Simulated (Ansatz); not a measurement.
Born–Oppenheimer molecular dynamics of ClF₆HW (9 atoms, charge 0, multiplicity 1). It starts at the highest image of a converged band, a first-order saddle point between two minima.

Method: Ansatz, RKS LDA/def2-SVP.

```yaml
ensemble: NVE (velocity Verlet)
time_step: 0.5 fs
steps_asked: 200
starting_velocities_drawn_for: 100 K
seed: 6005
```

First frame:

```xyz
9
Properties=species:S:1:pos:R:3
W 0.028 0.036 0.011
Cl 0.082 -0.225 2.345
F 1.843 -0.197 -0.197
F -0.149 1.786 -0.531
F -1.808 0.097 0.220
F -0.158 -1.804 0.042
F -0.171 -0.295 -1.797
F 1.456 1.791 1.239
H 1.331 1.369 2.091
```

**Question.** How far do the bonds stretch over the last three quarters of this one trajectory? (Pairs bonded in most of those frames.)

**Answer.** 
| bond | mean (Å) | spread (Å) | shortest | longest |
| --- | --- | --- | --- | --- |
| W1–Cl2 | 2.398 | 0.037 | 2.35 | 2.47 |
| W1–F3 | 1.844 | 0.011 | 1.83 | 1.86 |
| W1–F4 | 1.853 | 0.020 | 1.82 | 1.88 |
| W1–F5 | 1.849 | 0.012 | 1.83 | 1.87 |
| W1–F6 | 1.855 | 0.014 | 1.83 | 1.87 |
| W1–F7 | 1.850 | 0.017 | 1.82 | 1.87 |
| W1–F8 | 2.331 | 0.069 | 2.24 | 2.47 |
| F8–H9 | 0.989 | 0.020 | 0.96 | 1.04 |

Mean temperature of the second half: 85 K. The conserved energy stayed within 0.0069 meV per atom of its start (net change 0.0048 meV per atom), so the integration is sound. A run of 0.1 ps of so small a system gives no equilibrium averages. The orbitals stay closed-shell, which can raise the energy where a bond breaks towards radicals; this wasn't checked here.

Time of the run: 3.7 min on 4 threads of Arm Neoverse V2 (shared host), peak memory 0.21 GiB.
